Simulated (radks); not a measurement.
The numbers below are computed, except where a source is named.
Trend from Sc+ to Zn+: ionisation energy by Delta-SCF between NIST ground configurations, and size. Code: a radial shooting solver on a logarithmic mesh with Libxc functionals. Model: scalar-relativistic Kohn-Sham, r2SCAN, spin-unpolarised, spherical densities, finite nucleus; meta-GGA in the generalised Kohn-Sham scheme; Fermi nuclear charge, rms radius of each element as measured or else 0.836 A^(1/3) + 0.57 fm.

Sc+: configuration [Ar] 3d1 4s1; configuration of the ion [Ar] 3d1; IE (eV) 12.305; NIST (eV) 12.800; kind exp.; outermost 4s; <r> outermost (bohr) 3.44
Ti+: configuration [Ar] 3d2 4s1; configuration of the ion [Ar] 3d2; IE (eV) 13.140; NIST (eV) 13.576; kind exp.; outermost 4s; <r> outermost (bohr) 3.24
V+: configuration [Ar] 3d4; configuration of the ion [Ar] 3d3; IE (eV) 14.515; NIST (eV) 14.63; kind exp.; outermost 3d; <r> outermost (bohr) 1.55
Cr+: configuration [Ar] 3d5; configuration of the ion [Ar] 3d4; IE (eV) 15.801; NIST (eV) 16.486; kind exp.; outermost 3d; <r> outermost (bohr) 1.41
Mn+: configuration [Ar] 3d5 4s1; configuration of the ion [Ar] 3d5; IE (eV) 15.168; NIST (eV) 15.640; kind exp.; outermost 4s; <r> outermost (bohr) 2.83
Fe+: configuration [Ar] 3d6 4s1; configuration of the ion [Ar] 3d6; IE (eV) 15.764; NIST (eV) 16.199; kind exp.; outermost 4s; <r> outermost (bohr) 2.73
Co+: configuration [Ar] 3d8; configuration of the ion [Ar] 3d7; IE (eV) 19.275; NIST (eV) 17.084; kind exp.; outermost 3d; <r> outermost (bohr) 1.13
Ni+: configuration [Ar] 3d9; configuration of the ion [Ar] 3d8; IE (eV) 20.343; NIST (eV) 18.169; kind exp.; outermost 3d; <r> outermost (bohr) 1.06
Cu+: configuration [Ar] 3d10; configuration of the ion [Ar] 3d9; IE (eV) 21.378; NIST (eV) 20.292; kind exp.; outermost 3d; <r> outermost (bohr) 1.01
Zn+: configuration [Ar] 3d10 4s1; configuration of the ion [Ar] 3d10; IE (eV) 17.963; NIST (eV) 17.964; kind exp.; outermost 4s; <r> outermost (bohr) 2.41

Reference values: NIST Atomic Spectra Database (exp. = measured, semi-emp. = semi-empirical, theory = theoretical value adopted there). Spin polarisation and multiplet splitting are left out, so open shells lie too high by an amount that depends on their filling.

Beside tabulated values, note that spin-unpolarised runs miss the spin-polarisation part of the exchange energy of open shells.
